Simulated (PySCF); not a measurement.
**Telling isomers of C6H5FN2 apart by NMR**

No relativistic terms, a single conformation, gas phase, averaged over atoms made equivalent by symmetry, fast rotation or ring inversion. Geometry: GFN2-xTB; GIAO PBE0/pcSseg-1 shieldings; PySCF 2.14.0 with density-fitted response routines.

Referencing at the same level of theory: 1H (σref 31.72) and 13C (σref 186.93) vs TMS. Splittings of carbon signals by F and P are missing where no couplings were computed. Where no couplings were computed, multiplicities follow the n + 1 count of equivalent neighbours, and m marks all less simple cases (inequivalent or close neighbours, rings, F or P nearby). Shifts are as computed. Against solution values, carbons near 30 ppm lie about +3 ppm off and those near 130 ppm about +5 ppm. Of 1211 compounds with measured shifts, 218 miss one by over three times the rms of a fit or turn the order of signals round; such compounds aren't used in these exercises. OH and NH positions are gas-phase values without hydrogen bonding to other molecules.

(1) Tabulate the signals of `C=Cc1nccnc1F`, `C#CCn1nccc1F`, `[H]/N=C\c1ccc(F)cn1` and their relative energies.

(2) What is the quickest way to tell C=Cc1nccnc1F from C#CCn1nccc1F?

(3) What is the quickest way to tell C#CCn1nccc1F from [H]/N=C\c1ccc(F)cn1?

(4) What is the quickest way to tell C=Cc1nccnc1F from [H]/N=C\c1ccc(F)cn1?

## Answers

(1) 
```json
{"SMILES": "C=Cc1nccnc1F", "carbon types": "2×C 3×CH 1×CH2", "δC": "167.0, 147.1, 146.7, 144.3, 134.3, 132.3", "δH": "8.67 (d, 1H), 8.33 (m, 1H), 7.55 (m, 1H), 7.27 (m, 1H), 6.20 (m, 1H)", "E rel. (kcal/mol)": "3.1"}
{"SMILES": "C#CCn1nccc1F", "carbon types": "2×C 3×CH 1×CH2", "δC": "163.5, 140.5, 93.4, 82.6, 81.7, 40.8", "δH": "7.44 (m, 1H), 5.91 (m, 1H), 4.94 (d, 2H), 1.85 (t, 1H)", "E rel. (kcal/mol)": "54.0"}
{"SMILES": "[H]/N=C\\c1ccc(F)cn1", "carbon types": "2×C 4×CH", "δC": "169.5, 166.9, 150.0, 144.5, 130.7, 130.1", "δH": "13.20 (br s, 1H), 8.91 (m, 1H), 8.51 (s, 1H), 7.77 (m, 1H), 7.45 (m, 1H)", "E rel. (kcal/mol)": "0.0"}
```

Energies are electronic energies at PBE0/pcSseg-1 on these geometries, without zero-point or thermal terms, each for the one conformer computed, which needn't be the lowest.

(2) Both give the same number of carbon signals, with the same numbers of each carbon type, so the positions decide. The first has a terminal =CH2 carbon at 132.3 ppm, the second an alkyne carbon (C) at 82.6 ppm. Their most deshielded carbons lie at 167.0 and 163.5 ppm. In the proton spectra the most deshielded non-exchanging signals are 8.67 (d, 1H) and 7.44 (m, 1H).

(3) Both give the same number of carbon signals, but DEPT or the intensities differ. The first has an alkyne carbon (C) at 82.6 ppm, the second a C=N carbon (CH) at 166.9 ppm. Their most deshielded carbons lie at 163.5 and 169.5 ppm. In the proton spectra the most deshielded non-exchanging signals are 7.44 (m, 1H) and 8.91 (m, 1H).

(4) Both give the same number of carbon signals, but DEPT or the intensities differ. The first has a terminal =CH2 carbon at 132.3 ppm, the second a C=N carbon (CH) at 166.9 ppm. Their most deshielded carbons lie at 167.0 and 169.5 ppm.
